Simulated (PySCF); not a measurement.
3-methoxypropanenitrile (C₄H₇NO), SMILES COCCC#N.

The structure is a stationary point at ωB97X-D3(BJ)/def2-SVP. Other conformers were not sampled.

Vertical ionisation energy (IE) and electron affinity (EA) in eV. Rows of orbital energies are one-electron estimates. Where ΔSCF, EOM or ADC give a negative EA the extra electron is unbound and the value depends on the basis.

```csv
level,IE,EA
"−ε(HOMO), −ε(LUMO), ωB97X/def2-TZVP (PySCF)",10.52,-2.71
"−ε(HOMO), −ε(LUMO), PBE/def2-TZVP (PySCF)",[?],[?]
```

What belongs in the gaps? (The exact figures need the calculation; the answer reports its results.)


- −ε(HOMO), −ε(LUMO), PBE/def2-TZVP (PySCF), IE: 6.45
- −ε(HOMO), −ε(LUMO), PBE/def2-TZVP (PySCF), EA: 0.43
